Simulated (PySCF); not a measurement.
# Electronic absorption of [C2H7F3PSi]+

Species: C2H7F3PSi (charge +1).
InChI=1S/C2H7F3PSi/c1-7(6)2(3,4)5/h7H,1,6H3/q+1/t7-/m1/s1

The calculation used TDDFT PBE0/def2-SVPD, vertical, gas phase, core orbitals frozen in the response in PySCF 2.14.0, density-fitted response routines. Geometry: GFN2-xTB; no solvent, vibrations or thermal averaging. Torsions of this conformer, `[CH3:1][Si@@H:2]([PH3+:3])[C:4]([F:5])([F:6])[F:7]`: C1–Si2–C4–F5 128°.

What does the calculation give for the low-lying excited states?

| state | E (eV) | λ (nm) | ν̃ (cm⁻¹) | f | main configurations (H = HOMO, L = LUMO) |
| --- | --- | --- | --- | --- | --- |
| S1 | 6.88 | 180.1 | 55520 | 0.0049 | H→L (96%) |
| S2 | 7.30 | 169.7 | 58920 | 0.0045 | H→L+1 (98%) |
| S3 | 7.71 | 160.9 | 62150 | 0.046 | H→L+2 (92%) |
| S4 | 7.91 | 156.8 | 63760 | 0.011 | H-1→L (62%), H-2→L (35%) |
| S5 | 8.27 | 150.0 | 66670 | 0.076 | H-2→L (38%), H-1→L (26%), H-1→L+1 (21%) |
| S6 | 8.41 | 147.4 | 67860 | 0.017 | H-2→L+1 (75%), H-1→L+1 (9%) |

Triplets (Tamm–Dancoff): T1 6.45 eV, H→L (93%); T2 6.89 eV, H→L+1 (50%), H→L+2 (42%).

The lowest singlet comes at 180 nm (664 kJ/mol) in the vacuum ultraviolet; it is very weak; its leading configuration is HOMO→LUMO (96%). The most intense listed level is S5 at 8.27 eV (150 nm, f = 0.076), 1.38 eV above S1. Löwdin shares by element: HOMO fluorine 29% or more, carbon 21% or more, silicon 20% (atoms not listed hold the other 29%); LUMO silicon 36%, phosphorus 24%, hydrogen 17% or more (atoms not listed hold the other 23%). Weighted by f, the mean energy of these states is 8.03 eV. Of the 6 states listed, 4 reach f = 0.01 and none stays under 0.0005. The oscillator strengths of these states sum to 0.159; summed over the whole spectrum of an exact calculation they would give the number of electrons, 74 (Thomas–Reiche–Kuhn). Singlets were solved by full linear response, triplets in the Tamm–Dancoff approximation.

The run took 35 s of wall time on one thread of an Arm Neoverse V1, no GPU, on a shared host, and the process peaked at 0.88 GiB of memory.
